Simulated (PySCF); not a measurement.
NMR data simulated for an unnamed compound:

¹H NMR (500 MHz, computed): δ 6.93 (s, 1H), 5.59 (s, 1H), 3.76 (s, 3H).

¹³C{¹H} NMR (computed): δ 163.1 (CH), 120.1 (C), 112.6 (CH), 58.5 (CH3).

PySCF 2.14 calculation with σ from GIAO-PBE0/pcSseg-1 and GFN2-xTB geometry; no solvent, non-relativistic, one conformer, fast rotation and ring inversion assumed for equivalent nuclei.

Referencing at the same level of theory: TMS for ¹H (31.72 ppm), ¹³C (186.93 ppm).

Problem. Which of these does the molecule contain: an ester, a ketone, a non-aromatic C=C double bond, a tert-butyl group, a methoxy group?

Solution. 
- An ester: no.
- A ketone: no.
- A non-aromatic C=C double bond: yes.
- A tert-butyl group: no.
- A methoxy group: yes (δC 58.5; δH 3.76 (s)).

The data belong to SMILES CO[C@H]1OC=C1Cl, C4H5ClO2; they needn't prove each group on their own.

Carbon signals by region: 1 in the far downfield region (above 160 ppm), 2 in the sp2 and nitrile region (100–160 ppm), 1 at 50–100 ppm. Above 160 ppm: 163.1, alkene carbon bearing oxygen.

Carbons that carry Cl, above all several Cl atoms, come out too deshielded, partly because spin–orbit coupling is missing. Shifts are as computed. Against solution values, carbons near 30 ppm lie about +3 ppm off and those near 130 ppm about +5 ppm; carbons on Cl a further +6 ppm. Of 1211 compounds with measured shifts, 218 miss one by over three times the rms of a fit or turn the order of signals round; such compounds aren't used in these exercises. Multiplicities follow the n + 1 count of equivalent neighbours, as no J values were calculated; m marks all less simple cases, F and P coupling included.
